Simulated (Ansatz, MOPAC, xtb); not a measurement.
Isomers of CH7NSn: 1 is [CH3][SnH2][NH2], 2 is C[NH][SnH3]; one conformer of each (the lowest of an xTB search), B3LYP-D3(BJ)/def2-TZVP minima.
Isomer 1 (charge 0, multiplicity 1):
```xyz
10

C     -1.6126    -0.2526     0.0104
Sn     0.3033     0.7238     0.0408
N      1.6804    -0.7583    -0.3082
H     -1.6677    -0.9764     0.8224
H     -2.4135     0.4756     0.1303
H     -1.7334    -0.7714    -0.9389
H      0.5502     1.5305     1.5465
H      0.5079     1.8329    -1.2499
H      2.6045    -0.4009    -0.5204
H      1.7810    -1.4032     0.4671
```
Isomer 2 (charge 0, multiplicity 1):
```xyz
10

C      1.43624     0.22928    -0.31556
N      0.44757    -0.30072     0.61959
Sn    -1.53403    -0.02872     0.19866
H      1.44831    -0.25553    -1.30226
H      2.44028     0.14174     0.10952
H      1.25169     1.29417    -0.47706
H      0.65748    -1.26050     0.86234
H     -1.79237     1.66045     0.26320
H     -1.95554    -0.61111    -1.36747
H     -2.39963    -0.86905     1.40904
```

No zero-point or thermal terms.

The state reached by AM1 isn't checked.

Programs: Ansatz (Gaussian orbitals); MOPAC for AM1 (differences of heats of formation); xtb for the GFN methods. Values without a source in brackets are computed. In def2 rows elements past Kr take small-core potentials, without spin–orbit coupling.

### Question
One of these levels gives 6.91 kcal/mol for the electronic energy of isomer 2 less that of isomer 1. Which one is it?
(A) SVWN5/def2-TZVPP
(B) revPBE/def2-TZVPP
(C) AM1
(D) GFN1-xTB

### Answer
D, GFN1-xTB. The others give 11.32 (AM1), 14.94 (SVWN5/def2-TZVPP), 17.16 (revPBE/def2-TZVPP)

Ansatz is a first-principles code.
